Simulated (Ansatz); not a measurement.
Gas-phase electronic energies from Ansatz, PBE0-D4/def2-TZVP geometries. CCSD(T)/CBS is the MP2 limit (def2-TZVPP, def2-QZVPP) plus CCSD(T) − MP2 in def2-TZVPP, frozen cores. This one scheme is used for every species. DFT in def2-TZVPP. For Ga outer-core shells are correlated without core-valence functions, which leaves a few kJ/mol of doubt a bond. Scalar relativity is left out up to krypton.

Reaction (redistribution): `BBC` + `B[O][GaH2]` → `C[BH][GaH2]` + `BOB`

CCSD(T)/CBS gives -42.2 kJ/mol.

Question: Another level gave -35.5 kJ/mol. Which?
A. BLYP/def2-TZVPP
B. B97M-V/def2-TZVPP
C. RPA@PBE/def2-TZVPP
D. LDA (SPW92)/def2-TZVPP

Answer: D. LDA (SPW92) -35.5, RPA@PBE/def2-TZVPP -41.4, BLYP -28.7, B97M-V -24.4 kJ/mol.

Largest T1 diagnostic among the species: 0.016.

From r2SCAN to r2SCAN0 (25 % exact exchange), in def2-TZVPP and without D4, ΔE moves by −5.5 kJ/mol. Leaving LDA and LC-ωPBE aside and taking each functional with its dispersion term where it has one, the values, not all of them listed here, spread over 13.8 kJ/mol, from ωB97M-V to B97M-V. LDA lies −4.0 kJ/mol from PBE without D4.
